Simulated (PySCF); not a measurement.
# Correlation energy of V (vanadium, neutral)

[Ar] 3d3 4s1 5s1, high-spin 6F determinant (an excited configuration). Calculation: PySCF 2.14, in aug-cc-pwCVTZ-DK; scalar relativity by spin-free X2C-1e. Frozen: [Ne]; 13 electrons correlated.

MP2 pair energies summed by pair of shells (mhartree):

```tsv
pair	energy	share (%)
3p-3p	-133.85	33.9
3p-3d	-130.03	32.9
3s-3p	-48.75	12.3
3s-3d	-23.40	5.9
3d-3d	-20.73	5.3
3p-4s	-14.97	3.8
3d-4s	-9.68	2.5
3s-3s	-7.89	2.0
4s-5s	-1.98	0.5
3p-5s	-1.26	0.3
3s-4s	-1.21	0.3
3d-5s	-1.01	0.3
3s-5s	-0.10	0.0
```

Total MP2 correlation energy: -394.85 mhartree.

Same-spin part -123.62 and opposite-spin part -271.23 mhartree; SCS-MP2 scales them by 1/3 and 6/5 to -366.68 mhartree.
